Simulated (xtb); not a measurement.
xtb input (GFN1-xTB):

```bash
xtb mol.xyz --gfn 1 --sp --chrg 1 --uhf 0
```
mol.xyz:
```
12

C      1.55241129     0.65946292    -0.80349607
Si     0.05273260     0.16486820     0.10431747
O     -0.56701474    -1.35623135    -0.75224303
O     -1.17926689     1.16344891    -0.12284584
O      0.16021210    -0.55861753     1.53847590
H      1.30370964     0.94665057    -1.82690854
H      2.00563643     1.52877784    -0.32131408
H      2.28875185    -0.14452788    -0.83010821
H     -1.26786782    -1.30751884    -1.42309770
H     -1.90720026     1.30405103     0.49138482
H      0.84084816    -0.40272008     2.19998399
H     -0.62804596    -2.17844538    -0.23650461
```

Output:

```
           -------------------------------------------------
          |                Calculation Setup                |
           -------------------------------------------------

           -------------------------------------------------
          |                 G F N 1 - x T B                 |
           -------------------------------------------------

        Reference                      10.1021/acs.jctc.7b00118
      * Hamiltonian:
        H0-scaling (s, p, d)           1.850000    2.250000    2.000000
        zeta-weighting                 0.000000
      * Dispersion:
        s8                             2.400000
        a1                             0.630000
        a2                             5.000000
        s9                             0.000000
      * Repulsion:
        kExp                           1.500000
        rExp                           1.000000
      * Coulomb:
        alpha                          2.000000
        third order                    atomic
        anisotropic                    false
      * Halogen bond correction:
        rad-scale                      1.300000
        damping                        0.440000

          ...................................................
          :                      SETUP                      :
          :.................................................:
          :  # basis functions                  40          :
          :  # atomic orbitals                  39          :
          :  # shells                           25          :
          :  # electrons                        32          :
          :  # halogen bonds                     0          :
          :  max. iterations                   250          :
          :  Hamiltonian                  GFN1-xTB          :
          :  restarted?                      false          :
          :  GBSA solvation                  false          :
          :  PC potential                    false          :
          :  electronic temp.          300.0000000     K    :
          :  accuracy                    1.0000000          :
          :  -> integral cutoff          0.2500000E+02      :
          :  -> integral neglect         0.1000000E-07      :
          :  -> SCF convergence          0.1000000E-05 Eh   :
          :  -> wf. convergence          0.2000000E-04 e    :
          :  Broyden damping             0.4000000          :
          :  net charge                          1          :
          :  unpaired electrons                  0          :
          ...................................................

 iter      E             dE          RMSdq      gap      omega  full diag
   1    -21.7371560 -0.217372E+02  0.748E+00    8.21       0.0  T
   2    -21.7528088 -0.156528E-01  0.431E+00    7.61       1.0  T
   3    -21.7508412  0.196766E-02  0.480E-01    6.61       1.0  T
   4    -21.7540747 -0.323358E-02  0.261E-01    6.81       1.0  T
   5    -21.7552187 -0.114396E-02  0.736E-02    6.90       1.0  T
   6    -21.7552580 -0.392744E-04  0.138E-02    6.94       2.1  T
   7    -21.7552604 -0.246509E-05  0.367E-03    6.94       7.9  T
   8    -21.7552607 -0.218806E-06  0.600E-04    6.94      48.1  T
   9    -21.7552607 -0.560063E-08  0.564E-05    6.94     511.7  T
  10    -21.7552607 -0.290044E-10  0.104E-05    6.94    2769.0  T

   *** convergence criteria satisfied after 10 iterations ***

         #    Occupation            Energy/Eh            Energy/eV
      -------------------------------------------------------------
         1        2.0000           -1.0199964             -27.7555
       ...           ...                  ...                  ...
        10        2.0000           -0.7375784             -20.0705
        11        2.0000           -0.7241967             -19.7064
        12        2.0000           -0.7084670             -19.2784
        13        2.0000           -0.6933068             -18.8658
        14        2.0000           -0.6646436             -18.0859
        15        2.0000           -0.6624377             -18.0258
        16        2.0000           -0.6274709             -17.0744 (HOMO)
        17                         -0.3724907             -10.1360 (LUMO)
        18                         -0.3302157              -8.9856
        19                         -0.2810724              -7.6484
        20                         -0.2761499              -7.5144
        21                         -0.2655794              -7.2268
       ...                                ...                  ...
        39                          1.2541250              34.1265
      -------------------------------------------------------------
                  HL-Gap            0.2549801 Eh            6.9384 eV
             Fermi-level           -0.4999808 Eh          -13.6052 eV

 SCC (total)                   0 d,  0 h,  0 min,  0.007 sec
 SCC setup                      ...        0 min,  0.000 sec (  0.893%)
 Dispersion                     ...        0 min,  0.000 sec (  0.414%)
 classical contributions        ...        0 min,  0.000 sec (  0.220%)
 integral evaluation            ...        0 min,  0.002 sec ( 24.719%)
 iterations                     ...        0 min,  0.002 sec ( 25.900%)
 molecular gradient             ...        0 min,  0.003 sec ( 46.680%)
 printout                       ...        0 min,  0.000 sec (  1.108%)

         :::::::::::::::::::::::::::::::::::::::::::::::::::::
         ::                     SUMMARY                     ::
         :::::::::::::::::::::::::::::::::::::::::::::::::::::
         :: total energy             -21.578534792116 Eh    ::
         :: gradient norm              0.047715857155 Eh/a0 ::
         :: HOMO-LUMO gap              6.938362970391 eV    ::
         ::.................................................::
         :: SCC energy               -21.755260662818 Eh    ::
         :: -> electrostatic           0.167215177398 Eh    ::
         :: repulsion energy           0.180349283071 Eh    ::
         :: dispersion energy         -0.003623412369 Eh    ::
         :: halogen bond corr.         0.000000000000 Eh    ::
         :: add. restraining           0.000000000000 Eh    ::
         :: total charge               1.000000000000 e     ::
         :::::::::::::::::::::::::::::::::::::::::::::::::::::

           -------------------------------------------------
          |                Property Printout                |
           -------------------------------------------------

    * Orbital Energies and Occupations

         #    Occupation            Energy/Eh            Energy/eV
      -------------------------------------------------------------
         1        2.0000           -1.0199964             -27.7555
       ...           ...                  ...                  ...
         4        2.0000           -0.8680581             -23.6211
         5        2.0000           -0.8503646             -23.1396
         6        2.0000           -0.8004469             -21.7813
         7        2.0000           -0.7880149             -21.4430
         8        2.0000           -0.7760836             -21.1183
         9        2.0000           -0.7674118             -20.8823
        10        2.0000           -0.7375784             -20.0705
        11        2.0000           -0.7241967             -19.7064
        12        2.0000           -0.7084670             -19.2784
        13        2.0000           -0.6933068             -18.8658
        14        2.0000           -0.6646436             -18.0859
        15        2.0000           -0.6624377             -18.0258
        16        2.0000           -0.6274709             -17.0744 (HOMO)
        17                         -0.3724907             -10.1360 (LUMO)
Note: The following floating-point exceptions are signalling: IEEE_DENORMAL
normal termination of xtb
        18                         -0.3302157              -8.9856
        19                         -0.2810724              -7.6484
        20                         -0.2761499              -7.5144
        21                         -0.2655794              -7.2268
        22                         -0.2626234              -7.1463
        23                         -0.2324241              -6.3246
        24                         -0.1887543              -5.1363
        25                         -0.1554455              -4.2299
        26                         -0.1315631              -3.5800
        27                         -0.0531545              -1.4464
       ...                                ...                  ...
        39                          1.2541250              34.1265
      -------------------------------------------------------------
                  HL-Gap            0.2549801 Eh            6.9384 eV
             Fermi-level           -0.4999808 Eh          -13.6052 eV

  Mulliken/CM5 charges         n(s)   n(p)   n(d)
     1C    -0.13206 -0.23299   0.983  3.149  0.000
     2Si    0.65035  0.55685   0.955  1.252  1.142
     3O    -0.46350 -0.79218   1.678  4.786  0.000
     4O    -0.47810 -0.65091   1.639  4.839  0.000
     5O    -0.49095 -0.66580   1.645  4.846  0.000
     6H     0.08579  0.14292   0.914  0.000  0.000
     7H     0.08667  0.14322   0.913  0.000  0.000
     8H     0.07505  0.13182   0.925  0.000  0.000
     9H     0.42663  0.59790   0.573  0.000  0.000
    10H     0.40639  0.58476   0.594  0.000  0.000
    11H     0.40345  0.58109   0.597  0.000  0.000
    12H     0.43029  0.60331   0.570  0.000  0.000

Wiberg/Mayer (AO) data.
largest (>0.10) Wiberg bond orders for each atom

 ---------------------------------------------------------------------------
     #   Z sym  total        # sym  WBO       # sym  WBO       # sym  WBO
 ---------------------------------------------------------------------------
     1   6 C    3.984 --     2 Si   1.117     8 H    0.933     6 H    0.928
                             7 H    0.925
     2  14 Si   4.847 --     4 O    1.424     5 O    1.398     1 C    1.117
                             3 O    0.665
     3   8 O    2.291 --     9 H    0.795    12 H    0.790     2 Si   0.665
     4   8 O    2.300 --     2 Si   1.424    10 H    0.796
     5   8 O    2.289 --     2 Si   1.398    11 H    0.804
     6   1 H    0.991 --     1 C    0.928
     7   1 H    0.991 --     1 C    0.925
     8   1 H    0.994 --     1 C    0.933
     9   1 H    0.826 --     3 O    0.795
    10   1 H    0.838 --     4 O    0.796
    11   1 H    0.840 --     5 O    0.804
    12   1 H    0.825 --     3 O    0.790
 ---------------------------------------------------------------------------

Topologies differ in total number of bonds
Writing topology from bond orders to xtbtopo.mol

 dipole moment from electron density (au)
     X       Y       Z
  -0.6206  -1.3782   0.0493  total (Debye):    3.844

           -------------------------------------------------
          | TOTAL ENERGY              -21.578534792116 Eh   |
          | GRADIENT NORM               0.047715857155 Eh/α |
          | HOMO-LUMO GAP               6.938362970391 eV   |
           -------------------------------------------------

------------------------------------------------------------------------
------------------------------------------------------------------------
 total:
 SCF:
```

It need not be the lowest isomer of its formula.
